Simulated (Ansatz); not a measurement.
A structure relaxed at PBE-D4/def2-SVP in Ansatz, charge 0, singlet:

```xyz
21

Hf   -1.397    0.083    0.580
Hf    1.517   -0.370   -0.772
O    -0.813    1.559    2.294
O    -2.447   -1.279    1.488
O    -2.684    1.491    0.088
O     1.344   -2.314   -1.258
O     0.498   -0.763    1.178
O     1.599    0.567   -2.523
O     0.354    1.383   -0.018
O     3.345   -0.192   -0.133
O    -0.834   -0.714   -1.226
H    -0.064    1.855    1.697
H    -1.463    2.289    2.247
H    -2.988   -1.906    1.983
H    -3.298    2.112   -0.323
H     2.065   -2.930   -1.466
H     0.555   -1.652    1.567
H     1.009    0.475   -3.287
H     0.233    2.010   -0.756
H     4.270   -0.038    0.088
H    -0.801   -1.666   -1.447
```

(1) Give its formula.

(2) Summarise the bond lengths by kind (pairs closer than 1.2 times the sum of covalent radii, bridged metal pairs left out).

## Answers

(1) Hf2O9H10, a hydroxylated oxide cluster.

(2) 12 × Hf–O 1.94 to 2.42 Å; 10 × H–O 0.96 to 1.00 Å.

In the def2 sets Hf takes a core potential; there is no spin–orbit coupling.
